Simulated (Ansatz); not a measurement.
Input file for Ansatz (a first-principles code): U-CAM-B3LYP/def2-TZVPP on F5S (SMILES F[S](F)(F)(F)F).

Ansatz 0.2 input:
```yaml
crystal:
  periodic: [false, false, false]
  atoms:
    - {symbol: S, position_ang: [0.00000000, -0.00000000, -0.22524602]}
    - {symbol: F, position_ang: [-0.00000000, -0.00000000, 1.32863106]}
    - {symbol: F, position_ang: [1.62188985, 0.00000000, -0.27589626]}
    - {symbol: F, position_ang: [-1.62188985, -0.00000000, -0.27589626]}
    - {symbol: F, position_ang: [0.00000000, 1.62188985, -0.27589626]}
    - {symbol: F, position_ang: [-0.00000000, -1.62188985, -0.27589626]}
basis:
  gaussian:
    orbitals: def2-TZVPP
hamiltonian:
  xc: {name: CAM-B3LYP}
magnetization: {spin_polarized: true, initial_magnetization: 1}
```

Give the final energy of this run.

-897.4547 hartree.

How many basis functions does it have, and what does it roughly cost on one machine?

197 functions; very roughly 9 core-seconds.
